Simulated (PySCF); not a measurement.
C₃H₃Cl₂F, SMILES C/C(Cl)=C(\F)Cl. The structure is a stationary point at TPSSh-D3(BJ)/def2-SVP.

All values below come from TPSSh-D3(BJ)/def2-SVP in PySCF.

Harmonic wavenumbers (cm⁻¹): 138, 168, 177, 301, 316, 399, 432, 538, 560, 838, 1047, 1052, 1131, 1209, 1403, 1467, 1472, 1733, 3038, 3113, 3160. Rotational constants (GHz): 2.926, 1.886, 1.155; symmetry number 1.

Q: Work out the zero-point energy and the ideal-gas rigid-rotor harmonic-oscillator thermochemistry at 298.15 K and 1 atm.

A: ZPE = ½ Σ hcν = ½ × 23692 cm⁻¹ = 33.87 kcal/mol. H − E(el) = 38.66 kcal/mol. Entropy in cal/(mol K): translation 40.48, rotation 28.31, vibration 13.78, total 82.56. G − E(el) = 14.04 kcal/mol. Cp = 24.09 cal/(mol K). Modes under 150 cm⁻¹ make the vibrational entropy uncertain.
